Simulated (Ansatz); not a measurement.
`[F][Ge]([Cl])([Cl])[Cl]` + HBr → `[Cl][Ge]([Cl])([Cl])[Br]` + H–F at 700 K and 1 bar (ligand exchange at a Ge–F bond).

Computed with Ansatz on PBE0-D4/def2-TZVP structures; ΔE is electronic, products minus reactants. CCSD(T)/CBS is the MP2 limit (def2-TZVPP, def2-QZVPP) plus CCSD(T) − MP2 in def2-TZVPP, frozen cores. This one scheme is used for every species. For Br, Ge outer-core shells are correlated without core-valence functions, which leaves a few kJ/mol of doubt a bond. Scalar relativity is left out up to krypton.

```csv
species,CCSD(T)/CBS energy (Eh),H − E (kJ/mol),S (J/(mol·K))
`[F][Ge]([Cl])([Cl])[Cl]`,-3555.40119,78.3,434.1
HBr,-2573.91920,36.5,223.7
`[Cl][Ge]([Cl])([Cl])[Br]`,-6028.93261,77.3,459.8
H–F,-100.39570,45.2,198.5
```

H − E and S are ideal-gas, rigid-rotor, harmonic terms from PBE0-D4/def2-TZVP. 1 Eh = 2625.50 kJ/mol, R = 8.31446 J/(mol·K).

Q: By hand: ΔE, ΔH, ΔS and ΔG.

A: ΔE = (-6028.93261) + (-100.39570) − (-3555.40119) − (-2573.91920) = -0.00792 Eh = -20.8 kJ/mol. Δ(H − E) = 77.3 + 45.2 − 78.3 − 36.5 = 7.7, so ΔH = -13.1 kJ/mol. ΔS = 459.8 + 198.5 − 434.1 − 223.7 = 0.5 J/(mol·K). ΔG = -13.1 − 700 × (0.5)/1000 = -13.4 kJ/mol.

Q: By hand: the equilibrium constant, and the temperature at which ΔG would vanish if ΔH and ΔS stayed fixed.

A: log₁₀ K = −ΔG/(RT ln 10) = 1.0. ΔH and −TΔS have one sign here, so there is no such temperature. One of them is within its doubt of zero, so this could turn.

The number of gas molecules stays the same, so ΔS is small and ΔH decides. A doubt of 5 kJ/mol in ΔE shifts log₁₀ K by 0.4 here. These are equilibria of isolated gas molecules and say nothing of rates. Largest T1 diagnostic: 0.010 (customary marks: 0.02 for closed shells, 0.045 for open ones).
